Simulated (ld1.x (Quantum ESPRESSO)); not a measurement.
## Which change was made? (V, TM)

```json
{
 "Element": "V",
 "Generator": "ld1.x (Quantum ESPRESSO) 7.5",
 "Type": "norm-conserving Troullier–Martins (Kleinman–Bylander form)",
 "Functional": "PBE",
 "Relativity": "scalar-relativistic",
 "Frozen core": "[Ne]",
 "Valence charge": "13",
 "Reference configuration": "3s2 3p6 3d3 4s2 4p0",
 "Partial waves": "3p (bound): rc 0.90 bohr; 3d (bound): rc 2.40 bohr; 3s (bound): rc 1.10 bohr",
 "Local potential": "the s channel",
 "Core correction": "none"
}
```

Occupied shells without a wave of their own: 4s. They enter only through the test configuration that unscreens the potential.

Cutoffs, loose and tight: the cutoffs (Ry, on a coarse ladder) from which the occupation-weighted sum of valence levels, in a spherical-Bessel basis at the reference potential, stays within 10 and 1 mRy of its value at 400 Ry. They do not see the model core or the augmentation charge, which bear on the density cutoff. Test errors are all-electron minus pseudo excitation energies from the reference, over the configurations 3s2 3p6 3d3 4s1 4p0; 3s2 3p6 3d3 4s0 4p0; 3s2 3p6 3d2 4s0 4p0; 3s2 3p6 3d4 4s0 4p0; 3s1 3p6 3d3 4s2 4p0; 3s2 3p6 3d1 4s0 4p0; 3s2 3p6 3d4 4s1 4p0; variants that change the core or the reference have their own tests.

The base gives: outcome: generated; cutoff, loose: 120 Ry; cutoff, tight: 200 Ry; bound ghosts: none; largest test error (meV): -412.

(1) After one change the result is: outcome: generated; cutoff, loose: 160 Ry; cutoff, tight: 260 Ry; bound ghosts: none; largest test error (meV): +833. Which change was it?
A. wave 3s (bound): rc 1.10 bohr becomes 3s (bound): rc 1.48 bohr
B. wave 3s (bound): rc 1.10 bohr becomes 3s (bound): rc 1.24 bohr
C. wave 3s (bound): rc 1.10 bohr becomes 3s (bound): rc 0.82 bohr
D. wave 3s (bound): rc 1.10 bohr becomes 3s (bound): rc 1.64 bohr

Answers

(1) C. The others give: wave 3s (bound): rc 1.10 bohr becomes 3s (bound): rc 1.64 bohr → outcome: generated, misses its reference levels by 0.90 eV; cutoff, loose: 100 Ry; cutoff, tight: 180 Ry; bound ghosts: none; largest test error (meV): -5389 | wave 3s (bound): rc 1.10 bohr becomes 3s (bound): rc 1.48 bohr → outcome: generated, misses its reference levels by 0.57 eV; cutoff, loose: 100 Ry; cutoff, tight: 180 Ry; bound ghosts: none; largest test error (meV): -3088 | wave 3s (bound): rc 1.10 bohr becomes 3s (bound): rc 1.24 bohr → outcome: generated, misses its reference levels by 0.21 eV; cutoff, loose: 100 Ry; cutoff, tight: 180 Ry; bound ghosts: none; largest test error (meV): -1038.
